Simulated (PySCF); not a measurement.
## Radial density of Sb (antimony, neutral)

UHF, [Kr] 4d10 5s2 5p3, high-spin 4S determinant. All numbers are calculated (PySCF 2.14, a scalar-relativistic core potential, in aug-cc-pwCVQZ-PP with ECP28MDF (10s10p8d6f4g1h, 169 functions)). This is the valence pseudo-density: the core potential removes the inner electrons and smooths the orbitals near the nucleus.

```tsv
r (bohr)	4πr²ρ (e/bohr)	4πr²(ρα − ρβ)
0.00408	2.397e-05	0.0000
0.00686	6.077e-05	0.0000
0.0115	0.0001386	0.0000
0.0194	0.0002831	0.0000
0.0326	0.0004832	0.0000
0.0549	0.0008002	0.0000
0.0923	0.002743	0.0000
0.155	0.02674	0.0001
0.261	0.4115	0.0020
0.439	6.554	0.0631
0.739	24.57	0.1277
1.24	10.45	0.0842
2.09	2.997	1.2512
3.52	0.9888	0.7373
5.92	0.06143	0.0557
9.95	0.0002573	0.0003
```

Energies and moments cover only the electrons outside the core potential.
